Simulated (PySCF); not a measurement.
These compounds are isomers of formula C$_{7}$H$_{7}$NO.

A. `NC(=O)C1=C[C@@H]2[C@@H]3[C@H]1[C@H]23`
B. `CC(=O)c1ccccn1`
C. SMILES C1=Cn2cccc2CO1

Spectrum 1. $^{13}$C{$^{1}$H} NMR (computed): δ 138.9 (CH), 120.8 (C), 118.7 (CH), 113.9 (CH), 110.2 (CH), 105.8 (CH), 68.2 (CH2).

Spectrum 2. $^{13}$C{$^{1}$H} NMR (computed): δ 164.1 (C), 151.7 (C), 144.4 (CH), 55.7 (CH), 40.5 (CH), 40.1 (CH).

Spectrum 3. $^{13}$C{$^{1}$H} NMR (computed): δ 205.7 (C), 157.3 (C), 154.2 (CH), 142.8 (CH), 132.5 (CH), 127.8 (CH), 30.0 (CH3).

Theoretical values (PySCF): PBE0/pcSseg-1 with gauge-including orbitals, GFN2-xTB structure. Fast rotation and ring inversion assumed for equivalent nuclei, in vacuum, one computed conformer, non-relativistic.

Referencing at the same level of theory: $^{13}$C (σref 186.93) vs TMS. Acid and N–H amide carbonyl carbons lie up to 10 ppm further downfield in solution (hydrogen bonding). Shifts are as computed. Against solution values, carbons near 30 ppm lie about +3 ppm off and those near 130 ppm about +5 ppm. Of 1211 compounds with measured shifts, 218 miss one by over three times the rms of a fit or turn the order of signals round; such compounds aren't used in these exercises. Groups on amide-type nitrogens are kept apart (slow C–N rotation).

Question: Match each spectrum to its structure.

Answer: 1–C, 2–A, 3–B.

- Spectrum 1 (C): 7 $^{13}$C signals; δC 138.9 is an alkene carbon bearing oxygen; δC 105.8 is a β carbon of an enol-ether or enamine type C=C.
- Spectrum 2 (A): 6 $^{13}$C signals; δC 164.1 is an amide carbonyl carbon; δC 151.7 is an α carbon of a C=C–C=O unit.
- Spectrum 3 (B): 7 $^{13}$C signals; δC 205.7 is a ketone carbonyl carbon; δC 154.2 is an aromatic CH next to a ring nitrogen.
